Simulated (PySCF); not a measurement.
CH$_{4}$Te, singlet, at a GFN2-xTB geometry (core potentials on Te); PySCF with DF-PBE/def2-SVPD.

The PySCF input:
```python
from pyscf import gto, scf, dft

mol = gto.M(
    atom='''
Te    0.001874    0.232179    0.235928
H    -0.235077    1.340723   -0.956427
C     0.013726   -1.396034   -1.181860
H     0.813102   -1.271182   -1.898888
H    -0.933745   -1.459419   -1.698684
H     0.175923   -2.307204   -0.623097
''',
    basis='def2-svpd',
    ecp={'Te': 'def2-svpd'},
    charge=0,
    spin=0,
    verbose=4,
    max_memory=1800,
)

mf = dft.RKS(mol)
mf.xc = 'pbe'
mf = mf.density_fit(auxbasis='def2-universal-jkfit')
mf.kernel()
```

The log (banner, timings and long lists left out):

```
PySCF version 2.14.0

[INPUT] verbose = 4
[INPUT] num. atoms = 6
[INPUT] num. electrons = 34
[INPUT] charge = 0
[INPUT] spin (= nelec alpha-beta = 2S) = 0
[INPUT] symmetry False subgroup None
[INPUT] Mole.unit = angstrom
[INPUT] Symbol           X                Y                Z      unit          X                Y                Z       unit  Magmom
[INPUT]  1 Te     0.001874000000   0.232179000000   0.235928000000 AA    0.003541346757   0.438754721875   0.445839305116 Bohr   0.0
[INPUT]  2 H     -0.235077000000   1.340723000000  -0.956427000000 AA   -0.444231148184   2.533599278905  -1.807385088139 Bohr   0.0
[INPUT]  3 C      0.013726000000  -1.396034000000  -1.181860000000 AA    0.025938380786  -2.638121920581  -2.233391717578 Bohr   0.0
[INPUT]  4 H      0.813102000000  -1.271182000000  -1.898888000000 AA    1.536540091336  -2.402185834477  -3.588378261223 Bohr   0.0
[INPUT]  5 H     -0.933745000000  -1.459419000000  -1.698684000000 AA   -1.764522320182  -2.757902210987  -3.210047532181 Bohr   0.0
[INPUT]  6 H      0.175923000000  -2.307204000000  -0.623097000000 AA    0.332446289012  -4.359983673501  -1.177482679038 Bohr   0.0

nuclear repulsion = 68.3918947389727
number of shells = 37
number of NR pGTOs = 140
number of NR cGTOs = 87
basis = def2-svpd
ecp = {'Te': 'def2-svpd'}

******** <class 'pyscf.df.df_jk.DFRKS'> ********
method = DFRKS
initial guess = minao
damping factor = 0
level_shift factor = 0
DIIS = <class 'pyscf.scf.diis.CDIIS'>
diis_start_cycle = 1
diis_space = 8
diis_damp = 0
SCF conv_tol = 1e-09
SCF conv_tol_grad = None
SCF max_cycles = 50
direct_scf = False
XC library pyscf.dft.libxc version 7.1.2
    S. Lehtola, C. Steigemann, M. J. T. Oliveira, and M. A. L. Marques,  SoftwareX 7, 1–5 (2018)
XC functionals = pbe
    J. P. Perdew, K. Burke, and M. Ernzerhof,  Phys. Rev. Lett. 77, 3865 (1996)
    J. P. Perdew, K. Burke, and M. Ernzerhof,  Phys. Rev. Lett. 78, 1396 (1997)
    J. P. Perdew, K. Burke, and M. Ernzerhof,  Phys. Rev. Lett. 77, 3865 (1996)
    J. P. Perdew, K. Burke, and M. Ernzerhof,  Phys. Rev. Lett. 78, 1396 (1997)
radial grids:
    Treutler-Ahlrichs [JCP 102, 346 (1995); DOI:10.1063/1.469408] (M4) radial grids

becke partition: Becke, JCP 88, 2547 (1988); DOI:10.1063/1.454033
pruning grids: <function nwchem_prune>
grids dens level: 3
symmetrized grids: False
atomic radii adjust function: <function treutler_atomic_radii_adjust>
small_rho_cutoff = 0
Set gradient conv threshold to 3.16228e-05
Initial guess from minao.
tot grids = 75312
init E= -280.480671199323
  HOMO = -0.790762411255705  LUMO = -0.66879508853479  gap/eV = 3.31890
cycle= 1 E= -306.434873241137  delta_E=  -26  |g|= 3.09  |ddm|= 10.4
  HOMO = 0.0218242809363551  LUMO = 0.0228592537888401  gap/eV = 0.02816
cycle= 2 E= -302.412437400877  delta_E= 4.02  |g|= 3.81  |ddm|= 15.4
  HOMO = -0.241310058389045  LUMO = -0.179936847043907  gap/eV = 1.67005
cycle= 3 E= -307.867262968439  delta_E= -5.45  |g|= 1.13  |ddm|= 12.6
  HOMO = -0.204823076419054  LUMO = -0.0945080332955914  gap/eV = 3.00183
cycle= 4 E= -308.107566522115  delta_E= -0.24  |g|=    1  |ddm|= 2.25
  HOMO = -0.164612436036863  LUMO = -0.0390507660230082  gap/eV = 3.41671
cycle= 5 E= -308.396503500272  delta_E= -0.289  |g|= 0.25  |ddm|= 1.23
  HOMO = -0.187872630624488  LUMO = -0.0595775398955194  gap/eV = 3.49109
cycle= 6 E= -308.413417967392  delta_E= -0.0169  |g|= 0.0578  |ddm|= 0.386
  HOMO = -0.185866004881513  LUMO = -0.0576029106012292  gap/eV = 3.49022
cycle= 7 E= -308.414367758581  delta_E= -0.00095  |g|= 0.0287  |ddm|= 0.121
  HOMO = -0.18491945184123  LUMO = -0.0569686166101029  gap/eV = 3.48172
cycle= 8 E= -308.414747749648  delta_E= -0.00038  |g|= 0.00219  |ddm|= 0.0455
  HOMO = -0.184790808901617  LUMO = -0.056968570692387  gap/eV = 3.47822
cycle= 9 E= -308.414749347253  delta_E= -1.6e-06  |g|= 0.000471  |ddm|= 0.00366
  HOMO = -0.18479263834595  LUMO = -0.056971243711617  gap/eV = 3.47820
cycle= 10 E= -308.414749430118  delta_E= -8.29e-08  |g|= 0.000145  |ddm|= 0.000918
  HOMO = -0.184794097134187  LUMO = -0.0569736717666824  gap/eV = 3.47817
cycle= 11 E= -308.414749437719  delta_E= -7.6e-09  |g|= 1.46e-05  |ddm|= 0.000237
  HOMO = -0.184792298584158  LUMO = -0.0569723462788403  gap/eV = 3.47816
cycle= 12 E= -308.4147494378  delta_E= -8.08e-11  |g|= 5.24e-06  |ddm|= 3.55e-05
  HOMO = -0.184792552948631  LUMO = -0.0569724937803926  gap/eV = 3.47816
Extra cycle  E= -308.4147494378  delta_E= 2.27e-13  |g|= 5.4e-06  |ddm|= 2e-05
converged SCF energy = -308.4147494378
```
